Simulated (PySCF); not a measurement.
C8H8N (doublet state).
Geometry (GFN2-xTB, Å), atoms numbered from 1 in this order:
```
atom  x, y, z in Å
C1     2.424   -0.897   -0.319
C2     1.069   -1.099   -0.228
C3     0.217    0.024   -0.024
C4    -1.141   -0.109    0.080
C5    -2.441    0.520    0.273
C6    -2.306   -0.984    0.094
C7     0.859    1.292    0.069
C8     2.227    1.352   -0.035
N9     3.011    0.294   -0.225
H10    3.100   -1.729   -0.477
H11    0.639   -2.085   -0.308
H12   -2.697    0.907    1.251
H13   -2.869    1.100   -0.535
H14   -2.643   -1.428   -0.834
H15   -2.470   -1.625    0.952
H16    0.266    2.180    0.221
H17    2.747    2.300    0.034
```

The hyperfine couplings belong to this conformer and change with its torsions.

Identity: `c1cc([C]2CC2)ccn1` [radical].

Theory: UKS B3LYP, pcH-1 on C H N, non-relativistic, mean-field spin-orbit, GIAO in PySCF. The structure is a single GFN2-xTB conformer in the gas phase; no vibrational or solvent corrections. A GFN2-xTB geometry isn't a minimum of the functional, and hyperfine couplings can be far from their values at a DFT geometry. The SCF solution wasn't tested for stability. ⟨S²⟩ is 0.776 where a pure state has 0.75.

The isotropic 1H couplings, averaged over equivalent nuclei, are +63.8, -15.5, +5.1 MHz. Assign them to H10/H17; H11/H16; H12/H13/H14/H15.

```tsv
site	a_iso (MHz)	ρ(0) (bohr⁻³)	position	distance from C4 (Å)	bound to	spin population there	largest |T| (MHz)
H10/H17	+5.1	+0.0011	4 bonds from C4, on C1 of spin population -0.11	4.57	C1/C8	-0.11	3.1
H11/H16	-15.5	-0.0035	γ, 3 bonds from C4, on C2 of spin population +0.25	2.69	C2/C7	+0.25	8.3
H12/H13/H14/H15	+63.8	+0.0143	β, 2 bonds from C4	2.20	C5/C6	-0.05	5.9
```

ρ(0) is the spin density at the nucleus and T the dipolar tensor; entries for several nuclei are means. Largest spin populations (Mulliken): C4 (+0.66), C7 (+0.25), C2 (+0.25) and N9 (+0.22). Four atoms exceed +0.15. The positive populations add up to 1.50 and the negative ones to -0.50, together 2S = 1. The angles at C4 add up to 360.0°, so it is planar.

β density exceeds α density at some nuclei, such as C3 (-0.0361), C5/C6 (-0.0188) and C1/C8 (-0.0177), spin density in bohr⁻³. In a single determinant that takes different orbitals for the two spins, that is spin polarisation.

Nuclei that the bonding pattern makes equivalent are averaged, as if the motion that swaps them (rotation, inversion, ring flip) were fast.
